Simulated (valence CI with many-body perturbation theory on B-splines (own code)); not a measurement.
## In XXXIV: E2, M1, M2 decay

Computed by relativistic CI+MBPT: six valence electrons over a frozen Dirac-Fock core [Ne], radial functions for each j: 9 s, 9 p, 8 d, 6 f, 3 g, 1 h, with the one-electron correlation potential Σ1 (screened to all orders), the two-electron term Σ2, the three-electron term Σ3, Breit, model QED; selected single and double excitations, second order for the rest, scaled by the run's own slope (own B-spline code, finite nucleus).

No measured spectrum was set against this ion. As an estimate, large intervals hold to a few tenths of a per cent, small ones and those within an open d or f shell to about a per cent. Among the levels kept, up to 1600 cm⁻¹ of a level comes from second order outside the variational space, and about a tenth of that is noise between levels of different J, which matters for small intervals.

Lines 1 to 21 of 21 in falling wavelength, among levels below 1845800 cm⁻¹, chosen from the decays that carry over 1 % of a level's rate. Wavelengths and rates use the calculated energies. Electric multipoles are in the length gauge, E1 and E2 with the static RPA response of the core. Weak lines are less certain than strong ones. Lines between different terms over intervals too small for the method are left out, as are lines whose strength nearly cancels.

Levels are named by their leading jj configuration (3d3/2^4 stands for four electrons in 3d with j = 3/2), which in mixed levels can hold well under half, so a name can repeat and another be missing. Letters in brackets count levels of one name in rising energy.

```
λ vac (Å)                               Upper                               Lower  Type   A (s⁻¹)  Branch %
     1405  (3s^2 3p1/2 3p3/2^2 3d5/2) J=4 [b]      (3s^2 3p1/2 3p3/2^2 3d3/2) J=4    M1  1.52e+03       1.1
     1308      (3s^2 3p1/2^2 3p3/2 3d5/2) J=4      (3s^2 3p1/2^2 3p3/2 3d3/2) J=3    M1  6.31e+03      80.8
     1138          (3s^2 3p1/2^2 3p3/2^2) J=0          (3s^2 3p1/2^2 3p3/2^2) J=2    E2  4.66e+00     100.0
     1111      (3s^2 3p1/2 3p3/2^2 3d5/2) J=5      (3s^2 3p1/2 3p3/2^2 3d3/2) J=4    M1  1.00e+04       5.8
    831.8  (3s^2 3p1/2 3p3/2^2 3d5/2) J=4 [b]  (3s^2 3p1/2 3p3/2^2 3d3/2) J=3 [a]    M1  9.16e+03       6.6
    475.5      (3s^2 3p1/2 3p3/2^2 3d3/2) J=4      (3s^2 3p1/2^2 3p3/2 3d5/2) J=3    M1  3.66e+04      16.4
    428.6  (3s^2 3p1/2 3p3/2^2 3d5/2) J=4 [a]      (3s^2 3p1/2^2 3p3/2 3d5/2) J=3    M1  1.03e+05      14.7
    355.3  (3s^2 3p1/2 3p3/2^2 3d5/2) J=4 [b]      (3s^2 3p1/2^2 3p3/2 3d5/2) J=3    M1  6.37e+04      45.6
    342.8            (3s^2 3p1/2 3p3/2^3) J=1          (3s^2 3p1/2^2 3p3/2^2) J=0    M1  1.96e+05      17.7
    311.6      (3s^2 3p1/2 3p3/2^2 3d3/2) J=4      (3s^2 3p1/2^2 3p3/2 3d5/2) J=4    M1  1.06e+05      47.3
    290.8  (3s^2 3p1/2 3p3/2^2 3d5/2) J=4 [a]      (3s^2 3p1/2^2 3p3/2 3d5/2) J=4    M1  5.01e+05      71.3
    263.5            (3s^2 3p1/2 3p3/2^3) J=1          (3s^2 3p1/2^2 3p3/2^2) J=2    M1  9.07e+05      82.1
    255.1  (3s^2 3p1/2 3p3/2^2 3d5/2) J=4 [b]      (3s^2 3p1/2^2 3p3/2 3d5/2) J=4    M1  5.85e+04      41.9
    251.6      (3s^2 3p1/2 3p3/2^2 3d3/2) J=4      (3s^2 3p1/2^2 3p3/2 3d3/2) J=3    M1  7.67e+04      34.3
    243.3      (3s^2 3p1/2 3p3/2^2 3d5/2) J=5      (3s^2 3p1/2^2 3p3/2 3d5/2) J=4    M1  1.61e+05      92.7
    243.3      (3s^2 3p1/2 3p3/2^2 3d5/2) J=5      (3s^2 3p1/2^2 3p3/2 3d5/2) J=4    E2  1.80e+03       1.0
    237.9  (3s^2 3p1/2 3p3/2^2 3d5/2) J=4 [a]      (3s^2 3p1/2^2 3p3/2 3d3/2) J=3    M1  9.73e+04      13.8
    232.6            (3s^2 3p1/2 3p3/2^3) J=2          (3s^2 3p1/2^2 3p3/2^2) J=2    M1  6.16e+05      99.2
    214.0                  (3s^2 3p3/2^4) J=0            (3s^2 3p1/2 3p3/2^3) J=1    M1  3.07e+06      99.6
    85.85  (3s^2 3p1/2 3p3/2^2 3d5/2) J=4 [b]            (3s^2 3p1/2 3p3/2^3) J=2    M2  1.89e+03       1.4
    83.16      (3s^2 3p1/2^2 3p3/2 3d5/2) J=4          (3s^2 3p1/2^2 3p3/2^2) J=2    M2  1.50e+03      19.2
```
